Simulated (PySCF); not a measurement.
# [ReH3]+: umbrella curve

All numbers come from PySCF, UPBE0, basis Re def2-TZVP with ECP60, H def2-TZVP (scalar-relativistic core potentials, no spin–orbit coupling, density fitting).

Rigid scan from the quartet minimum (Re–H 1.630 Å (×3); H–Re–H 94.4° (×3)). Coordinate: angle between each bond and the threefold axis, bonds fixed. Energies in kJ/mol from the minimum.

| angle of the bonds to the threefold axis (°) | E (kJ/mol) | dipole size (D, about the centre of mass) | ⟨S²⟩ |
| --- | --- | --- | --- |
| 55 | 0.1 | 1.80 | 3.80 |
| 60 | 0.1 | 1.59 | 3.79 |
| 65 | 1.8 | 1.35 | 3.79 |
| 70 | 6.3 | 1.10 | 3.79 |
| 75 | 13.7 | 0.85 | 3.79 |
| 80 | 22.1 | 0.58 | 3.80 |
| 85 | 28.9 | 0.30 | 3.80 |
| 90 | 31.6 | 0.00 | 3.80 |

With the bonds held, the planar shape lies 31.6 kJ/mol from the minimum.

With open d or f shells other occupations or spin states may lie lower. No spin–orbit coupling is included, which matters more the heavier the element.
